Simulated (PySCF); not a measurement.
# Excited states of Br⁷⁺ (bromine, charge +7)

Ground state [Ar] 3d10, ¹S. Calculation: PySCF 2.14, in aug-cc-pVTZ-DK with one added diffuse shell each of s, p, d, f type (8s7p5d3f, 75 functions); scalar relativity by spin-free X2C-1e. Vertical excitation energies in eV without spin-orbit coupling; excited terms of each kind are numbered among those the solver found. Frozen: [Ar].

```json
{"term": "1 3D", "leading excitation": "3d → s", "EOM-EE-CCSD": "70.384"}
{"term": "1 1D", "leading excitation": "3d → s", "EOM-EE-CCSD": "71.201"}
{"term": "1 3P°", "leading excitation": "3d → p", "EOM-EE-CCSD": "87.126"}
{"term": "1 3F°", "leading excitation": "3d → p", "EOM-EE-CCSD": "87.870"}
{"term": "1 1F°", "leading excitation": "3d → p", "EOM-EE-CCSD": "88.450"}
{"term": "1 1D°", "leading excitation": "3d → p", "EOM-EE-CCSD": "89.195"}
{"term": "1 3D°", "leading excitation": "3d → p", "EOM-EE-CCSD": "89.201"}
{"term": "1 1P°", "leading excitation": "3d → p", "EOM-EE-CCSD": "89.356"}
{"term": "1 3G", "leading excitation": "3d → d", "EOM-EE-CCSD": "115.09"}
{"term": "1 1P", "leading excitation": "3d → d", "EOM-EE-CCSD": "115.16"}
{"term": "1 1G", "leading excitation": "3d → d", "EOM-EE-CCSD": "115.36"}
{"term": "2 3D", "leading excitation": "3d → d", "EOM-EE-CCSD": "115.50"}
{"term": "1 1F", "leading excitation": "3d → d", "EOM-EE-CCSD": "115.98"}
```

The solver can miss terms.
